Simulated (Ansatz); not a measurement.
```xyz
8

C     0.6830    0.7450    0.0283
C    -0.6250    0.7681   -0.0209
C    -0.6391   -0.8156    0.0251
C     0.6426   -0.7757   -0.0425
H     1.4794    1.5517    0.0318
H    -1.4481    1.5922   -0.0305
H    -1.4277   -1.5743    0.0434
H     1.4240   -1.5500    0.0470
```

Basis set: def2-TZVP (spherical functions). Frozen core: 4 orbitals. Charge 0, multiplicity 1.

Computed with Ansatz (development build ahead of 0.2.0); each method stands on the lowest determinant of its kind that the runs found. Restricted open shells among the atoms or ions are ROHF, correlated in semicanonical orbitals with singles.

Give the atomization energy at this shape (free ground-state atoms in the same class of orbitals less the molecule, no zero-point energy) of singlet C₄H₄ by RHF-MP2, RHF.

```tsv
method	atomization energy
RHF-MP2	34.64 eV
RHF	25.52 eV
```

Caution: in another basis set an unrestricted determinant lies well below; the shape is not the minimum.
